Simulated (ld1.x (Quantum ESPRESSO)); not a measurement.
**What one change does to a pseudopotential (As, ultrasoft)**

* Element: As
* Generator: ld1.x (Quantum ESPRESSO) 7.5
* Type: ultrasoft
* Functional: PBEsol
* Relativity: scalar-relativistic
* Frozen core: [Ar] 3d10
* Valence charge: 5
* Reference configuration: 4s1.5 4p3.5
* Partial waves: 4s (bound): rcut 1.35, rcutus 1.55 bohr; 4s channel at 0.3 Ry: rcut 1.35, rcutus 1.55 bohr; 4p (bound): rcut 1.35, rcutus 1.60 bohr; 4p channel at 0.5 Ry: rcut 1.35, rcutus 1.60 bohr; 4d channel at -0.1 Ry: rcut 1.10, rcutus 1.15 bohr
* Local potential: all-electron potential smoothed inside 0.95 bohr (lloc = -2)
* Core correction: none
* Augmentation charge: PSQ, radius 1.25 bohr

All-electron outer shells of the reference configuration (PBEsol, scalar-relativistic, ld1.x):

```csv
shell,level (eV),outermost node (bohr),outermost maximum (bohr)
3p,-134.33,0.22,0.52
3d,-41.48,–,0.47
4s,-14.95,0.73,1.61
4p,-5.53,0.78,1.97
```

Change: all radii scaled by about 1.34 (s 2.08, p 2.16, d 1.54 bohr, rcut 1.82/1.82/1.48); local potential all-electron potential smoothed inside 1.28 bohr (lloc = -2); augmentation PSQ, radius 1.68 bohr.

Cutoffs: the cutoffs (Ry, on a coarse ladder) from which the occupation-weighted sum of valence levels, in a spherical-Bessel basis at the reference potential, stays within 10 and 1 mRy of its value at 400 Ry; they do not see the model core or the augmentation charge, which bear on the density cutoff. Errors are all-electron minus pseudo energies relative to the spin-unpolarised reference configuration.

Q: Predict the effect on cutoff, ghosts and configuration errors.

A: The potential gets softer (15 Ry and 25 Ry → 12 Ry and 15 Ry); the bound ghost in d disappears; the number of tests that count goes from 7 to 1 (the test run of the changed file stopped, so its transferability is not established). A larger radius leaves more room for a smooth pseudo-wave, so fewer plane waves are needed.

```csv
quantity,base,changed
"cutoff, loose",15 Ry,12 Ry
"cutoff, tight",25 Ry,15 Ry
loose cutoff by channel (10 mRy a level),"s 12 Ry, p 6 Ry","s 6 Ry, p 8 Ry"
bound ghosts,d,none
"tests counted (converged, no solver errors)",7 of 7,1 of 7 (the test run stopped)
"error for 4s2 4p3, meV [ΔE -4.68 eV]",-1.8,+5.1
lowest overlap eigenvalue by channel,"s 0.43, p 0.61, d 1.00","s 0.35, p 0.65, d 1.00"
```

Changed file: Tests not counted: 4s2 4p2 (pseudo-atom not self-consistent, printed error +15 meV). ld1.x printed “convergence not achieved” for 1 of the counted tests; its residual had stalled under 1e-8, short of the target of 1e-14. A true bound ghost makes a file unfit for plane-wave use even where its test errors are small: the radial tests pick states by their node count and pass the ghost by.
